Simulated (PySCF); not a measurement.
PBE on As (arsenic, neutral), [Ar] 3d10 4s1 4p3 4d1, high-spin 6D determinant (an excited configuration). All numbers are calculated (PySCF 2.14, the spin-free X2C one-electron Hamiltonian (Gaussian nucleus), in x2c-QZVPPall with one added diffuse shell each of s, p, d, f type (12s9p6d5f1g, 113 functions)).

```
cycle= 1 E= -2259.91313016423  delta_E= -0.0245  |g|= 0.14  |ddm|= 0.172
cycle= 2 E= -2259.91180124073  delta_E= 0.00133  |g|= 0.202  |ddm|= 0.0709
cycle= 3 E= -2259.9150420876  delta_E= -0.00324  |g|= 0.0084  |ddm|= 0.0346
cycle= 4 E= -2259.91504912137  delta_E= -7.03e-06  |g|= 0.000152  |ddm|= 0.00186
cycle= 5 E= -2259.91504912979  delta_E= -8.42e-09  |g|= 5.14e-05  |ddm|= 0.000372
cycle= 6 E= -2259.91504913045  delta_E= -6.64e-10  |g|= 1.14e-05  |ddm|= 7.15e-05
converged SCF energy = -2259.91504913045  <S^2> = 8.750967  2S+1 = 6.0003223
```

Highest occupied orbital energy: 0.290 eV; ⟨L²⟩ = 6.01; populations by l: s 7.00, p 15.00, d 11.00, f 0.00.

Problem. Can this result be used?

Solution. Not for this state. Self-consistency was reached. The outer electron is Rydberg-like, and this basis confines it to a smaller radius and binds it less than a complete one would. At PBE the highest occupied level has a positive energy, so only the finite basis holds that electron; for this excited configuration the basis is too tight for the outer shell.
